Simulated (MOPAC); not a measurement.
Input file for MOPAC: PM3 on C2H3B (SMILES BC#C), a point of a bond scan (R = 1.064 Å).

```
PM3 1SCF PRECISE CHARGE=0 THREADS=1
C2H3B

B     -1.19336207 1    -0.05181280 1    -0.71503351 1
C      0.09242682 1     0.00401294 1     0.05537990 1
C      1.12928729 1     0.04903083 1     0.67664147 1
H      2.04113857 1     0.08862114 1     1.22300057 1
H     -1.95463786 1     0.86080340 1    -0.66658092 1
H     -1.44997504 1    -1.00862318 1    -1.37338029 1
```

Program output:

```
*******************************************************************************
 **                                                                           **
 **                              MOPAC v23.2.5                                **
 **                                                                           **
 *******************************************************************************
 ** MOPAC's Digital Object Identifier: https://doi.org/10.5281/zenodo.6511958 **
 **                                                                           **
 ** Please cite the open-source release paper for use of this MOPAC version:  **
 ** J. E. Moussa and J. J. P. Stewart (2026)                                  **
 ** MOPAC: An open-source semiempirical molecular orbital program             **
 ** J. Open Source Softw., 11(119), 8025, https://doi.org/10.21105/joss.08025 **
 *******************************************************************************

                              PM3 CALCULATION RESULTS

 *******************************************************************************
 *  PM3        - The PM3 Hamiltonian to be used
 *
 *
 *
 *                 CHARGE ON SYSTEM = 0
 *
 *
 *
 *  PRECISE    - TIGHTER CRITERIA TO BE USED
 *  1SCF       - DO 1 SCF AND THEN STOP
 *  THREADS=1  - MULTI-THREADING NOT USED
 *  T=         - A TIME OF 172800.0 SECONDS REQUESTED
 *  DUMP=N     - RESTART FILE WRITTEN EVERY 7200.0 SECONDS REQUESTED
 *******************************************************************************
PM3 1SCF PRECISE CHARGE=0 THREADS=1
 C2H3B

   ATOM   CHEMICAL          X               Y               Z
  NUMBER   SYMBOL      (ANGSTROMS)     (ANGSTROMS)     (ANGSTROMS)

     1       B         -1.19336207  *  -0.05181280  *  -0.71503351  *
     2       C          0.09242682  *   0.00401294  *   0.05537990  *
     3       C          1.12928729  *   0.04903083  *   0.67664147  *
     4       H          2.04113857  *   0.08862114  *   1.22300057  *
     5       H         -1.95463786  *   0.86080340  *  -0.66658092  *
     6       H         -1.44997504  *  -1.00862318  *  -1.37338029  *



          CARTESIAN COORDINATES

    NO.       ATOM           X           Y           Z

     1         B         -1.1934     -0.0518     -0.7150
     2         C          0.0924      0.0040      0.0554
     3         C          1.1293      0.0490      0.6766
     4         H          2.0411      0.0886      1.2230
     5         H         -1.9546      0.8608     -0.6666
     6         H         -1.4500     -1.0086     -1.3734

  H: (PM3): J. J. P. STEWART, J. COMP. CHEM. 10, 209 (1989).
  B: (PM3): J. J. P. STEWART, J. MOL. MOD., 10, 155-164 (2004)
  C: (PM3): J. J. P. STEWART, J. COMP. CHEM. 10, 209 (1989).

           Empirical Formula: C2 H3 B  =     6 atoms



      MOLECULAR POINT GROUP   :   C2v


      RHF CALCULATION, NO. OF DOUBLY OCCUPIED LEVELS = 7


 -------------------------------------------------------------------------------
 PM3 1SCF PRECISE CHARGE=0 THREADS=1
 C2H3B



     1SCF WAS SPECIFIED, SO BFGS WAS NOT USED
     SCF FIELD WAS ACHIEVED


                              PM3 CALCULATION
                                                       MOPAC v23.2.5 Linux




          FINAL HEAT OF FORMATION =         72.32787 KCAL/MOL =     302.61979 KJ/MOL


          COSMO AREA              =         88.53 SQUARE ANGSTROMS
          COSMO VOLUME            =         70.26 CUBIC ANGSTROMS

          IONIZATION POTENTIAL    =         10.879359 EV
          HOMO LUMO ENERGIES (EV) =        -10.879 -0.596
          NO. OF FILLED LEVELS    =          7
          MOLECULAR WEIGHT        =         37.8557         POINT GROUP:  C2v

          MOLECULAR DIMENSIONS (Angstroms)

            Atom       Atom       Distance
            H     5    H     4     4.48698
            H     6    H     4     2.00620
            C     2    B     1     0.00000


          SCF CALCULATIONS        =          1





   ATOM   CHEMICAL          X               Y               Z
  NUMBER   SYMBOL      (ANGSTROMS)     (ANGSTROMS)     (ANGSTROMS)

     1       B         -1.19336207  *  -0.05181280  *  -0.71503351  *
     2       C          0.09242682  *   0.00401294  *   0.05537990  *
     3       C          1.12928729  *   0.04903083  *   0.67664147  *
     4       H          2.04113857  *   0.08862114  *   1.22300057  *
     5       H         -1.95463786  *   0.86080340  *  -0.66658092  *
     6       H         -1.44997504  *  -1.00862318  *  -1.37338029  *

                             CARTESIAN COORDINATES

   1    B       -1.193362070    -0.051812800    -0.715033510
   2    C        0.092426820     0.004012940     0.055379900
   3    C        1.129287290     0.049030830     0.676641470
   4    H        2.041138570     0.088621140     1.223000570
   5    H       -1.954637860     0.860803400    -0.666580920
   6    H       -1.449975040    -1.008623180    -1.373380290


           Empirical Formula: C2 H3 B  =     6 atoms



      MOLECULAR POINT GROUP   :   C2v


                  EIGENVALUES
 -31.94172 -23.61265 -18.40765 -15.03319 -14.39883 -12.01851 -10.87936  -0.59554
   1.56381   2.58235   2.69947   3.85666   4.03982   4.47757   6.32419


              NET ATOMIC CHARGES AND DIPOLE CONTRIBUTIONS

  ATOM NO.   TYPE          CHARGE      No. of ELECS.   s-Pop       p-Pop
    1          B          -0.032487        3.0325     1.06848     1.96400
    2          C          -0.182809        4.1828     1.21236     2.97045
    3          C          -0.097396        4.0974     1.22997     2.86743
    4          H           0.190534        0.8095     0.80947
    5          H           0.061079        0.9389     0.93892
    6          H           0.061079        0.9389     0.93892
 DIPOLE           X         Y         Z       TOTAL
 POINT-CHG.     0.446     0.019     0.267     0.520
 HYBRID         0.622     0.027     0.373     0.726
 SUM            1.068     0.046     0.640     1.246


          ATOMIC ORBITAL ELECTRON POPULATIONS

     Atom    s        px        py        pz
    1  B   1.06848   0.70682   0.83677   0.42041
    2  C   1.21236   0.99492   0.96757   1.00796
    3  C   1.22997   0.94671   1.02012   0.90059
    4  H   0.80947
    5  H   0.93892
    6  H   0.93892

 **********************
 *                    *
 * JOB ENDED NORMALLY *
 *                    *
 **********************




 == MOPAC DONE ==
```

The run finished.

Cost: roughly 0.03 core-seconds.
